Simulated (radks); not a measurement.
Results of a calculation; reference values are marked as such.
Q: Ionisation of the germanium ion Ge2+, [Ar] 3d10 4s2, to Ge3+, [Ar] 3d10 4s1, under several functionals. Scalar-relativistic Kohn-Sham, spin-polarised, spherical densities, point nucleus; open shells are filled with parallel spins first; a radial shooting solver on a logarithmic mesh with Libxc functionals. Known Delta-SCF values: SOGGA 34.167 eV. What does LDA (Slater exchange, Perdew-Zunger correlation) give, and what is its highest occupied eigenvalue?

A: 34.855 eV by Delta-SCF; the 4s eigenvalue is -29.635 eV. NIST: 34.058 eV (measured).
